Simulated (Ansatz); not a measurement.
Results of the Gaussian-basis code of Ansatz.

A structure relaxed at PBE0-D4/def2-TZVP, charge 0, multiplicity 1:

Cartesian coordinates in Å:
```
N -1.088 -0.220 0.952
C -0.409 -0.020 -0.274
F -1.360 0.267 -1.230
Al 1.434 0.401 -0.728
S 0.596 -1.560 -0.751
H -1.374 0.654 1.375
H -0.544 -0.764 1.604
H 2.745 1.242 -0.948
```

(1) Give its formula and SMILES.

(2) Summarise the bond lengths by kind.

Results:

(1) CH3AlFNS, `N[C]1(F)[AlH][S]1`.

(2) 1 × C–N 1.415 Å; 2 × H–N 1.008 to 1.012 Å; 1 × C–F 1.378 Å; 1 × Al–C 1.944 Å; 1 × C–S 1.900 Å; 1 × Al–S 2.133 Å; 1 × Al–H 1.573 Å.
